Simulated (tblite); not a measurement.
Isomers of C4H12O2Si. Level: GFN2-xTB in tblite, geometry and Hessian alike; calculated harmonic values, unscaled, isolated species. The method is semi-empirical: single wavenumbers can be off by several per cent or more. Modes of hydrogen on silicon can be 10 to 20 % off. One conformer each.

Electronic energies: GFN2-xTB at the same geometries; isomer energies are rough at this level and their order can be wrong.

| SMILES | electronic energy, lowest = 0 (kJ/mol) |
| --- | --- |
| COCOCC[SiH3] | 290.8 |
| CO[Si](C)(C)OC | 82.3 |
| CCCO[SiH2]OC | 0.0 |

How do GFN2-xTB zero-point energies change the relative energies?

| SMILES | ZPE (kJ/mol) | of it from modes above 1550 cm⁻¹ | electronic (kJ/mol) | with ZPE, lowest = 0 (kJ/mol) | lowest mode (cm⁻¹) | rings |
| --- | --- | --- | --- | --- | --- | --- |
| CCCO[SiH2]OC | 407.7 | 205.2 | 0.0 | 0.0 | 18i | 0 |
| CO[Si](C)(C)OC | 410.6 | 215.7 | 82.3 | 85.2 | 54 | 0 |
| COCOCC[SiH3] | 398.5 | 198.5 | 290.8 | 281.7 | 34 | 0 |

The zero-point energies span 12.1 kJ/mol, from `COCOCC[SiH3]` to `CO[Si](C)(C)OC`. Slightly imaginary modes are left out of the zero-point energy: `CCCO[SiH2]OC` 18.4i cm⁻¹. The order is unchanged.
